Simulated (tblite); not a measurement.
C5H10OSi2.
Atom-mapped SMILES: `[CH3:1][C:2]#[C:3][Si@@H:4]1[CH2:5][CH2:6][SiH2:7][O:8]1` (hydrogens: H9, H10, H11 on C1; H12 on Si4; H13, H14 on C5; H15, H16 on C6; H17, H18 on Si7)

Structure optimised with GFN2-xTB, isolated species.

Q: Give the optimised bond lengths and angles.

A: 
```
                 bond  length (Å)
                C1–C2       1.445
                C2≡C3       1.205
               C3–Si4       1.845
               Si4–C5       1.911
                C5–C6       1.538
               C6–Si7       1.910
               Si7–O8       1.635
               Si4–O8       1.647
C1–H9, C1–H10, C1–H11       1.090
              Si4–H12       1.459
               C5–H13       1.092
               C5–H14       1.090
               C6–H15       1.092
               C6–H16       1.090
              Si7–H17       1.461
              Si7–H18       1.458
```

Bonds in one row agree within 0.01 Å and their mean is given. A selection of angles:
```
     angle  degrees
  C1–C2–C3    179.9
 C2–C3–Si4    179.7
 C3–Si4–C5    112.2
 C3–Si4–O8    109.8
 C5–Si4–O8     98.4
 Si4–C5–C6    107.6
 C5–C6–Si7    107.7
 C6–Si7–O8     98.8
Si4–O8–Si7    119.9
```

Torsions: C3–Si4–C5–C6 -92° (anticlinal); Si4–C5–C6–Si7 -28° (synperiplanar); C5–C6–Si7–O8 23° (synperiplanar); C6–Si7–O8–Si4 -6° (synperiplanar); C3–Si4–O8–Si7 109° (anticlinal).

Si7 (oxygen-bound silicon) is distorted tetrahedral (angles from 98.8° to 114.1°). The 3 C–C bonds span 1.205 Å (C2≡C3, drawn triple) to 1.538 Å (C5–C6, drawn single), a spread of 0.333 Å. The 5-membered ring Si4–C5–C6–Si7–O8 has internal angles of 98.4° to 119.9° (sum 532°, against 540° for a flat polygon); it is puckered, 0.14 Å rms from its mean plane, widest ring torsion 28°. The 3 C–Si bonds span 1.845 Å (C3–Si4, drawn single) to 1.911 Å (Si4–C5, drawn single), a spread of 0.066 Å. Si4 (oxygen-bound silicon) is distorted tetrahedral (angles from 98.4° to 116.2°).

Point group: C1 (no symmetry element, even within 0.4 Å). Its GFN2-xTB frequencies are all real (lowest 16 cm⁻¹). The numbers are those of one conformer.

The numbers are calculated, not measured.
